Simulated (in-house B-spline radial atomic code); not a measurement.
**Ionising Os VIII (Os7+) with different functionals**

Computed with a B-spline radial code for spherical atoms: four-component Dirac-Coulomb Hamiltonian, Fermi nucleus of rms radius 5.4126 fm, spin-restricted, spherical fractional occupations for the functionals, and exact exchange of hybrids averaged over the configuration. The ionisation energy is the difference of two self-consistent energies, [Xe] 4f14 5d1 → [Xe] 4f14, without Breit or QED terms; ε is the level of the shell that loses the electron (mean over j). The electron is taken from both j subshells in proportion to 2j + 1, so the result is a j average, not the step between ground levels.

```csv
method,rung,ΔSCF (eV),-ε(5d) (eV)
B3LYP,global hybrid,101.07,94.66
PBE0,global hybrid,100.92,94.97
BHandHLYP,global hybrid,101.01,97.14
CAM-B3LYP,range-separated hybrid,101.07,96.60
```

Among the functionals, which spreads more, the ΔSCF values or the orbital energies?

The orbital energies: ΔSCF values span about 0.15 eV and the orbital energies 2.48 eV; here energy differences depend much less on the functional than eigenvalues do.

How do they compare with the NIST value?

NIST lists 102.02 eV ± 0.07 (semi-empirical, ground level to ground level). Errors run from -1.10 to -0.95 eV. The correlated functionals all miss on the same side by more than they spread, so the cause is common to them (Breit-QED terms, spin polarisation, the choice among j levels, multiplet and fine-structure energies, or a listed next ion that isn't the cheapest removal here) and closeness doesn't rank the functionals.
